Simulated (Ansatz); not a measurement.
Consider the hydrogenolysis of the Al–C bond: `C#[C][Al]([CH3])[F]` + H₂ → `C#[C][AlH][F]` + CH₄.

Computed with Ansatz on PBE0-D4/def2-TZVP structures; ΔE is electronic, products minus reactants. CBS: MP2 limit from def2 TZ/QZ plus the TZ coupled-cluster correction, frozen cores. This one scheme is used for every species. Functionals use def2-TZVPP.

`C#[C][Al]([CH3])[F]`:

```xyz
9

C    -2.794   -0.184    0.158
C    -1.653    0.184   -0.011
Al    0.160    0.698   -0.255
C     1.679   -0.438    0.103
F     0.412    2.230   -0.813
H    -3.801   -0.502    0.305
H     2.265   -0.603   -0.807
H     2.353    0.027    0.828
H     1.378   -1.413    0.493
```

H₂:

Z-matrix (Å, degrees):
```
H
H 1 0.746
```

`C#[C][AlH][F]`:

```xyz
6

C    -0.616    1.675    0.486
C    -0.212    0.582    0.161
Al    0.412   -1.148   -0.291
F     0.865   -1.413   -1.850
H    -0.972    2.641    0.768
H     0.523   -2.336    0.726
```

CH₄:

```xyz
5

C     0.000    0.000    0.000
H    -0.484   -0.361   -0.907
H     1.066   -0.220   -0.045
H    -0.437   -0.495    0.867
H    -0.145    1.077    0.085
```

| species | LDA (SPW92) energy (Eh) |
| --- | --- |
| `C#[C][Al]([CH3])[F]` | -456.33861 |
| H₂ | -1.13685 |
| `C#[C][AlH][F]` | -417.36525 |
| CH₄ | -40.11572 |

(1) Work out ΔE.

Largest T1 diagnostic among the species: 0.013.

Results:

(1) ΔE = (-417.36525) + (-40.11572) − (-456.33861) − (-1.13685) = -0.00551 Eh = -14.5 kJ/mol. CCSD(T)/CBS gives -18.4 kJ/mol.

The D4 term adds +5.8 kJ/mol with B3LYP and +3.2 kJ/mol with PBE0; it sums over pairs of atoms, weighted by their polarisabilities, and B3LYP, whose exchange is more repulsive, gets the larger term. At CCSD(T), def2-SVP lies −12.8 kJ/mol from the extrapolated value and def2-TZVPP −2.3 kJ/mol.

B3LYP here is the variant with VWN-RPA as its local correlation; programs differ in this.
